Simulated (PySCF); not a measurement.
# Radial density of Tc (technetium, neutral)

UHF, [Kr] 4d4 5s2 5p1, one real determinant (an excited configuration). Calculation: PySCF 2.14, in x2c-QZVPPall (13s8p7d4f2g, 118 functions); the spin-free X2C one-electron Hamiltonian (Gaussian nucleus).

```json
{"r (bohr)": "0.0340", "4πr²ρ (e/bohr)": "50.46", "4πr²(ρα − ρβ)": "-0.0012"}
{"r (bohr)": "0.0572", "4πr²ρ (e/bohr)": "47.86", "4πr²(ρα − ρβ)": "0.0060"}
{"r (bohr)": "0.0962", "4πr²ρ (e/bohr)": "66.75", "4πr²(ρα − ρβ)": "0.0844"}
{"r (bohr)": "0.162", "4πr²ρ (e/bohr)": "51.17", "4πr²(ρα − ρβ)": "0.4048"}
{"r (bohr)": "0.272", "4πr²ρ (e/bohr)": "48.36", "4πr²(ρα − ρβ)": "0.6637"}
{"r (bohr)": "0.458", "4πr²ρ (e/bohr)": "37.51", "4πr²(ρα − ρβ)": "0.0274"}
{"r (bohr)": "0.770", "4πr²ρ (e/bohr)": "12.26", "4πr²(ρα − ρβ)": "1.1267"}
{"r (bohr)": "1.29", "4πr²ρ (e/bohr)": "9.641", "4πr²(ρα − ρβ)": "2.9665"}
{"r (bohr)": "2.18", "4πr²ρ (e/bohr)": "2.414", "4πr²(ρα − ρβ)": "1.3431"}
{"r (bohr)": "3.66", "4πr²ρ (e/bohr)": "0.9046", "4πr²(ρα − ρβ)": "0.3415"}
{"r (bohr)": "6.16", "4πr²ρ (e/bohr)": "0.1414", "4πr²(ρα − ρβ)": "0.0716"}
{"r (bohr)": "10.4", "4πr²ρ (e/bohr)": "0.002343", "4πr²(ρα − ρβ)": "0.0017"}
```

Densities and radii are taken from the X2C orbitals without a picture-change correction, which distorts them close to the nucleus.

⟨L²⟩ = 8.00 against 12 for a pure F term, so this real determinant mixes terms.
